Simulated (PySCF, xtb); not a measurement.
C₃H₆N₂Si, SMILES CC1=NC=N[SiH2]1.

Coordinates come from a PBE0-D3(BJ)/def2-SVP optimisation. This is a generated structure with no PubChem entry under its InChIKey; it may be hypothetical.

Level of theory: IEF-PCM-B3LYP/def2-SVP (PySCF).

The values are the electrostatic part of the solvation free energy, E(continuum) − E(gas) at the gas-phase geometry, in a cavity of scaled van der Waals radii (PySCF's table); cavitation and dispersion terms are not included. In vacuum the orbital gap is 4.77 eV. The dipole moment in vacuum is 2.47 D.

Task: Estimate the values in water (ε = 78.36), acetonitrile (ε = 35.69), chloroform (ε = 4.71). (The exact figures need the calculation; the answer reports its results.)

Result: 
```csv
solvent,ε,ΔG(elec) (kcal/mol),dipole (D),gap (eV)
water,78.36,-5.4,3.36,4.94
acetonitrile,35.69,-5.3,3.34,4.94
chloroform,4.71,-3.8,3.08,4.89
```

For comparison, GFN2-xTB/ALPB(water) (xtb, at the GFN2-xTB geometry, all terms of that model) gives -4.3 kcal/mol.
